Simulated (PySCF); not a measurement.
## Worked example: chemical shift, span and skew from a shielding tensor

Al(F)(Br)(NH2) (AlBrFH₂N), SMILES [Al]([Br])([F])[NH2]. Atoms are numbered in the order given.

```xyz
6

Al     0.0692    -0.9419     0.0000
F      1.5585    -1.6724     0.0000
Br    -0.0440     1.2927     0.0000
N     -1.3814    -1.9229     0.0000
H     -2.3246    -1.5530     0.0000
H     -1.3926    -2.9363     0.0000
```
Charge 0, spin multiplicity 1.

The structure is a stationary point at PBE0-D3(BJ)/def2-SVP. Other conformers were not sampled.

GIAO shieldings from B3LYP/pcSseg-1 in PySCF, non-relativistic, no solvent. The symmetric part of the tensor of N4 has the principal values 219.8, 237.5, 280.9 ppm. The same nucleus in NH3 has σ = 265.5 ppm at this level (PySCF, at its B3LYP-D3(BJ)/def2-TZVP geometry). Without spin–orbit terms, shifts of atoms bonded to Cl or Br come out too high.

**Question.** Work out the isotropic shielding, the ¹⁵N shift against NH3, the span and the skew.

**Answer.** 
σ(iso) = (σ11 + σ22 + σ33)/3 = 246.1 ppm. δ = σ(ref) − σ(iso) = 265.5 − (246.1) = 19.4 ppm.
Span Ω = σ33 − σ11 = 61.1 ppm. Skew κ = 3(σ(iso) − σ22)/Ω = 0.42. Tumbling in solution averages the tensor to δ; in a static solid the shielding alone would spread this spin-1/2 line over Ω.
